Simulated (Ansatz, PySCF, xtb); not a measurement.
Pair of molecules: C2H4 (SMILES C=C) (first 6 atoms) with H2 (SMILES [H][H]); geometry from B3LYP-D3(BJ)/def2-TZVP, rigid monomers moved along the line of their centres of mass till C2···H7 is 3.50 Å.
(charge 0, multiplicity 1):
```xyz
8

C      0.40943     0.55154    -0.32883
C     -0.13506    -0.61369    -0.01150
H      1.48203     0.70263    -0.31143
H     -0.19497     1.40265    -0.61853
H     -1.20768    -0.76484    -0.02835
H      0.46918    -1.46471     0.27883
H     -0.41546     0.12801     3.39642
H     -0.55206     0.09127     4.12767
```

Monomers are frozen at their geometry in the pair; levels with a basis set take the counterpoise correction. Rows marked so take none.

Correlated levels freeze the cores. CBS(a, b) extrapolates the correlation energy as X⁻³ and adds the Hartree–Fock energy of set b. Rows in 6-31G* carry no dispersion term and start afresh at each structure (6-31G* with six Cartesian d functions). MP2/6-31G* freezes PySCF's default core.

The values were computed with Ansatz (a quantum-chemistry and plane-wave program); PySCF for 6-31G* rows, the dispersion terms; xtb for the GFN methods. 

| level | interaction energy (kJ/mol) |
|---|---|
| GFN2-xTB | -1.4 |
| HF/6-31G* | 0.0 |
| PBE/def2-TZVPPD | -1.2 |
| PBE-D3(BJ)/def2-TZVPPD | [?] |
| B3LYP/6-31G* | -0.1 |
| B3LYP-D3(BJ)/def2-TZVPPD | -1.1 |
| MP2/6-31G* | -0.4 |
| MP2/6-31G* (no counterpoise) | -1.6 |
| CCSD(T)/CBS(aug-cc-pVDZ, aug-cc-pVTZ) | -1.3 |

**Question.** Some entries are withheld; supply them.

**Answer.** 
- PBE-D3(BJ)/def2-TZVPPD, interaction energy (kJ/mol): -2.0
